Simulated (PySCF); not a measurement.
C6H8O2.
InChI=1S/C6H8O2/c1-2-3-5-4-8-6(5)7/h2,5H,1,3-4H2/t5-/m1/s1

Torsions of this conformer, `[CH2:1]=[CH:2][CH2:3][C@@H:4]1[CH2:5][O:6][C:7]1=[O:8]`: C1–C2–C3–C4 115°, C2–C3–C4–C5 -76°.

The closed-shell ground state was solved at several levels (PySCF, density fitting, gas phase, non-relativistic). Isolated species at its GFN2-xTB geometry (one conformer only).

```
              level  basis functions  total energy (Eh)  HOMO (eV)  LUMO (eV)  gap (eV)  dipole (D)
CAM-B3LYP/def2-SVPD              230          -383.4215      -9.26       0.87     10.13        4.40
      PBE0/pcSseg-1              176          -383.3846      -7.82      -0.14      7.68        4.24
```

Task: Estimate the row for PBE0/def2-SVPD, a basis of 230 functions; the other rows only guide the guess.

Result: Total energy -383.1690 Eh, HOMO -7.88 eV, LUMO -0.28 eV, gap 7.60 eV, dipole 4.27 D.

Task: Over all these levels, which gives the widest orbital gap and which the narrowest?

Result: CAM-B3LYP/def2-SVPD (range-separated hybrid) has the widest, 10.13 eV, and PBE0/def2-SVPD (global hybrid, 25 % exact exchange) the narrowest, 7.60 eV. The two share the basis. From the narrowest to the widest the HOMO moves by -1.38 eV and the LUMO by +1.15 eV.

Task: How far do the dipole and the HOMO energy spread over the levels?

Result: The dipole runs from 4.24 to 4.40 D (mean 4.31 D) and the HOMO from -9.26 to -7.82 eV.
